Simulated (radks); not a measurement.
Exchange energies: the exact (Fock) value of the Kohn-Sham orbitals and density-functional approximations, in hartree. Species: Be3+ 1s1; Cd+ [Kr] 4d10 5s1; O+ [He] 2s2 2p3. All-electron calculation, non-relativistic Kohn-Sham, PBE, spin-polarised, spherical densities, point nucleus. Program: a radial shooting solver on a logarithmic mesh with Libxc functionals. Every spin shell is full or empty, so the densities are truly spherical. Functionals are evaluated on that one density, not self-consistently.

functional	Be3+	Cd+	O+
exact	-1.24382	-148.651	-7.88514
LDA	-1.0674	-141.34	-7.0660
PBE	-1.2191	-148.04	-7.8236
PBEsol	-1.1660	-145.26	-7.5380
revPBE	-1.2373	-148.25	-7.8876
PW91	-1.2228	-148.66	-7.8533
PW86	-1.2409	-148.42	-7.9324
OPTX	-1.2373	-150.45	-7.8822
WC	-1.1947	-147.37	-7.7020
B86b	-1.2309	-148.67	-7.8823
TPSS	-1.2445	-148.27	-7.9129
revTPSS	-1.2444	-147.32	-7.8790
SCAN	-1.2445	-148.93	-7.8914
MS2	-1.2447	-147.82	-7.9129
MVS	-1.2446	-148.78	-7.8666
